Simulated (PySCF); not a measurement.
SnI₃⁻, singlet: data card

Level of theory: PySCF, PBE0, basis Sn def2-SVPD with ECP28, I def2-SVPD with ECP28 (scalar-relativistic core potentials, no spin–orbit coupling, density fitting).

The structure is a minimum.

```xyz
4
charge -1 multiplicity 1, angstrom
Sn    0.0000    0.0000   -1.0385
I     2.5345    0.0000    0.3270
I    -1.2673    2.1950    0.3270
I    -1.2673   -2.1950    0.3270
```

| Item | Value |
| --- | --- |
| Point group | C3v |
| Bond lengths | Sn–I 2.879 Å (×3) |
| Bond angles | I–Sn–I 99.4° (×3) |
| Heat capacity Cp at 298.15 K | 81.9 J/(mol K) |
| Dipole moment about the centre of mass | 2.10 D |
| Entropy at 298.15 K and 1 bar | 412.7 J/(mol K) |
| Rotational constants | 0.0121, 0.0121, 0.006893 cm⁻¹ |
| Zero-point energy | 3.6 kJ/mol |
| Highest occupied level | -2.82 eV |
| Rotational symmetry number | 3 |
| Lowest empty level | 1.81 eV |
| Enthalpy at 298.15 K above 0 K | 21.52 kJ/mol |
| Principal quadrupole moments (Buckingham, traceless) about the centre of mass | -9.85, -9.85, 19.70 D Å |
| Principal polarisabilities | 151.9, 208.1, 208.1 bohr³ |

Harmonic modes (masses in u: Sn 119.902, I 126.904):
| symmetry | ω (cm⁻¹) | IR (km/mol, summed over degenerate members) |
| --- | --- | --- |
| e | 43 | 0.0 |
| a1 | 58 | 0.0 |
| e | 152 | 83.2 |
| a1 | 160 | 6.4 |

In C3v the vibrations span 2e + 2a1.

Charges (e); Mulliken and Löwdin values are unreliable with diffuse functions:
```tsv
atom	Mulliken	Löwdin	polar tensor	Mayer order to Sn1
Sn1	0.60	-0.05	1.15	–
I2,3,4	-0.53	-0.32	-0.72	0.79
```

Mulliken populations on Sn1 (electrons outside its core potential): s 3.74, p 7.50, d 10.16.

Outer orbital energies (eV). occupied: -4.98, -4.28, -3.79, -3.79, -3.42, -3.42, -3.33, -2.82; empty: 1.81, 2.26, 2.26, 3.18.

Counting electrons, tin keeps 2 of its valence electrons outside its bonds, so the VSEPR class is AX3E1 and the expected shape is trigonal pyramidal (C3v), as computed.

Only a few start shapes were tried, so a lower isomer may exist. The lowest empty level of this anion is unbound, so it and the gap depend on the basis.

The final relaxation and frequency run took of the order of 3 core-minutes on a shared host.
